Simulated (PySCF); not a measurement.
Oxygen: a sound run and one with changed settings

Sound run: O⁺ [He] 2s2 2p3, O²⁺ [He] 2s2 2p2. Calculation: PySCF 2.14, in cc-pVTZ-DK; scalar relativity by spin-free X2C-1e. In the sound run the correlated levels freeze 1s2. The sound run starts from symmetry-adapted Hartree-Fock orbitals and uses a fine grid where one is needed.

Changed run: all electrons correlated in a basis built for the valence shell.

| species | method | sound run (hartree) | changed run (hartree) | converged |
| --- | --- | --- | --- | --- |
| O⁺ | MP2 | -74.52055 | -74.53120 | yes |
| O⁺ | CCSD(T) | -74.53720 | -74.54777 | yes |
| O²⁺ | MP2 | -73.22769 | -73.23760 | yes |
| O²⁺ | CCSD(T) | -73.25061 | -73.26037 | yes |

Ionisation energy of O⁺:

```
 method  sound run (eV)  changed run (eV)
    UHF          34.558            34.558
    MP2          35.180            35.201
SCS-MP2          34.925            34.940
   CCSD          35.002            35.025
CCSD(T)          35.010            35.032
```

A valence basis has no tight correlating functions, so it recovers only part of the core correlation, and not evenly between atom and ion.

For comparison, NIST gives 35.121 eV between the lowest levels.
